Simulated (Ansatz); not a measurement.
Mulliken charges of BrClHOSi, SMILES `O[Si](Cl)Br` radical from ωB97M-V/def2-TZVPP in Ansatz (PBE0-D4/def2-TZVP geometry).

| atom | x (Å) | y (Å) | z (Å) | charge (e) |
| --- | --- | --- | --- | --- |
| O1 | 0.582 | 0.855 | -0.668 | -0.314 |
| Si2 | -0.212 | 0.138 | 0.566 | 0.468 |
| Cl3 | -1.683 | -1.093 | -0.190 | -0.189 |
| Br4 | 1.283 | -1.027 | 1.712 | -0.152 |
| H5 | 0.078 | 1.054 | -1.461 | 0.187 |

Q: By hand: the dipole of these point charges (1 e Å = 4.8032 D).

A: Σ q r = (-0.144, 0.356, -0.023) e Å, of length 0.385 e Å = 1.85 D.

Q: How does the dipole of the full density compare? (An estimate is asked.)

A: The calculation gave: (-0.169, 0.243, -0.237) e Å, 1.82 D; the point charges give 1.02 times that, at 37° from its direction.

Point charges leave out the atoms' own dipoles, such as those of lone pairs, and Mulliken's split depends on the basis, so the two needn't agree.
